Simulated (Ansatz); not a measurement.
`C[O][AlH][F]` → `[F][AlH2]` + `C=O`  (β-hydride elimination)

Program: Ansatz. Geometries: PBE0-D4/def2-TZVP. ΔE: electronic, gas phase. CCSD(T)/CBS is the MP2 limit (def2-TZVPP, def2-QZVPP) plus CCSD(T) − MP2 in def2-TZVPP, frozen cores. This one scheme is used for every species. DFT in def2-TZVPP. B3LYP here is the variant with VWN-RPA as its local correlation; programs differ in this. HSE06 is defined as in plane-wave codes. One conformer a species, not always the lowest.

`C[O][AlH][F]`:

```xyz
8

C    -0.196   -0.354   -1.225
O    -0.167   -0.553    0.159
Al    0.205    0.313    1.538
F     0.698    1.882    1.416
H    -1.208   -0.525   -1.605
H     0.109    0.660   -1.507
H     0.475   -1.063   -1.719
H     0.085   -0.359    2.943
```

`[F][AlH2]`:

Cartesian coordinates in Å:
```
F 0.132 1.409 -0.735
Al -0.005 -0.049 0.025
H 1.182 -1.068 -0.165
H -1.309 -0.292 0.875
```

`C=O`:

Cartesian coordinates in Å:
```
C -0.003 -0.001 0.004
O 0.684 0.197 -0.954
H -1.074 -0.272 -0.086
H 0.393 0.076 1.037
```

```
             level  ΔE (kJ/mol)  difference from CCSD(T)/CBS
       LDA (SPW92)        283.0                         35.3
            PBE-D4        240.6                         -7.1
         r2SCAN-D4        255.4                          7.7
          B3LYP-D4        241.7                         -6.0
        r2SCANh-D4        258.9                         11.2
        r2SCAN0-D4        264.1                         16.4
            B2PLYP        240.5                         -7.2
          PBE-QIDH        258.9                         11.2
           r2SCANh        257.4                          9.7
           r2SCAN0        262.4                         14.7
             HSE06        249.0                          1.3
       HF/def2-SVP        227.1                        -20.6
      MP2/def2-SVP        236.2                        -11.5
    MP2/def2-TZVPP        252.7                          5.0
SCS-MP2/def2-QZVPP        243.9                         -3.8
     MP2/CBS(def2)        258.5                         10.8
       CCSD(T)/CBS        247.7                            0
```

Largest T1 diagnostic among the species: 0.015.

From BLYP to BHLYP (50 % exact exchange), in def2-TZVPP and without D4, ΔE moves by +33.0 kJ/mol. At CCSD(T), def2-SVP lies −22.9 kJ/mol from the extrapolated value and def2-TZVPP −5.9 kJ/mol.
